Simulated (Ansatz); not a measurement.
A structure relaxed at PBE0-D4/def2-SVP in Ansatz, charge 0, singlet:

Cartesian coordinates in Å:
```
Cu 0.202 -1.168 0.000
F -0.737 -0.127 -1.369
Cu -0.202 1.168 0.000
F 0.737 0.127 1.369
```

(1) Give its formula, name or SMILES and point group.

(2) Summarise the bond lengths by kind (pairs closer than 1.2 times the sum of covalent radii, bridged metal pairs left out).

Results:

(1) (CuF)2 ring (Cu₂F₂). Point group D2h (tolerance 0.1 Å).

(2) 4 × Cu–F 1.96 Å.
